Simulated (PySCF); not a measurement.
Compound: C₄H₉ClOSi.
Numbering: `[CH3:1][O:2][C@@H:3]1[CH2:4][C@@H:5]1[SiH2:6][Cl:7]` (hydrogens: H8, H9, H10 on C1; H11 on C3; H12, H13 on C4; H14 on C5; H15, H16 on Si6)

Cartesian coordinates in Å at the PBE0-D3(BJ)/def2-SVP level; atoms count from 1:
```xyz
16
C4H9ClOSi angstrom
C      2.191    0.308    0.438
O      0.834    0.013    0.611
C      0.319   -0.846   -0.345
C     -0.121   -0.283   -1.657
C     -1.140   -0.678   -0.605
Si    -2.009    0.651    0.370
Cl    -3.976    0.742   -0.309
H      2.818   -0.600    0.513
H      2.388    0.784   -0.541
H      2.485    1.003    1.237
H      0.744   -1.861   -0.325
H     -0.036   -0.903   -2.554
H      0.047    0.786   -1.821
H     -1.722   -1.586   -0.791
H     -2.070    0.336    1.823
H     -1.400    1.989    0.140
```

Computed, not measured: core-valence-separated Tamm–Dancoff BHandHLYP/aug-pcX-1 (pcseg-1 on H, def2-SVPD on Cl, def2-SVPD on Si) in PySCF, non-relativistic, gas phase, PBE0-D3(BJ)/def2-SVP geometry.

Computed carbon K-edge spectrum, Gaussian lines of 0.4 eV full width, highest printed point 100; it ends one width below the last computed root. The energies are unshifted.

(photon energy (eV), absorption): (285.1, 0), (285.2, 1), (285.3, 2), (285.4, 7), (285.5, 15), (285.6, 23), (285.7, 29), (285.8, 34), (285.9, 41), (286.0, 50), (286.1, 60), (286.2, 72), (286.3, 86), (286.4, 96), (286.5, 100), (286.6, 93), (286.7, 77), (286.8, 59), (286.9, 54), (287.0, 68), (287.1, 86), (287.2, 94), (287.3, 91)

Problem. Where are the maxima, and which lines make them up?

Solution. 2 maxima:
- 286.5 eV: C4 (three-membered-ring carbon), 286.44 eV, f = 0.038, 47 % of the height at the exact maximum; C1 (methoxy carbon), 286.66 eV, f = 0.024, 18 % of the height at the exact maximum; C5 (sp3 carbon bound to silicon), 286.65 eV, f = 0.021, 17 % of the height at the exact maximum; C4 (three-membered-ring carbon), 286.28 eV, f = 0.024, 15 % of the height at the exact maximum
- 287.2 eV: C3 (sp3 carbon bound to oxygen), 287.13 eV, f = 0.025, 31 % of the height at the exact maximum; C4 (three-membered-ring carbon), 287.22 eV, f = 0.013, 18 % of the height at the exact maximum; C1 (methoxy carbon), 287.22 eV, f = 0.012, 17 % of the height at the exact maximum; C5 (sp3 carbon bound to silicon), 287.12 eV, f = 0.012, 14 % of the height at the exact maximum

Further lines of some strength in the range: C5, 285.65 eV, f = 0.016; C4, 285.93 eV, f = 0.012; C5, 286.08 eV, f = 0.020; C5, 286.99 eV, f = 0.004.

Roots within 0.03 eV on the same or equivalent atoms count as one line; shares under 12 % aren't listed.

Vibrational structure and lifetime widths aren't in the curve. The ionisation threshold wasn't computed; near and above it a finite basis only mimics Rydberg series and continuum.

One conformer stands for the species.
